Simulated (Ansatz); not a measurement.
Harmonic frequencies (cm⁻¹) at PBE0-D4/def2-TZVP from Ansatz: 87, 118, 125, 154, 169, 192, 214, 403, 410, 498, 553, 654, 674, 700, 736, 1228, 1441, 1445, 1619, 3044, 3126, 3130, 3751, 3839.

Each molecule was computed in one conformer, which needn't be the lowest.

Task: Which molecule is it?
A. `C[B-]([NH3+])(Cl)Cl`
B. `[CH3][Al-]([OH2+])([Cl])[Cl]`
C. `[NH3+][In-]([F])([F])[F]`
D. `CC#[N+][B-](C)(Cl)Cl`

Result: B.
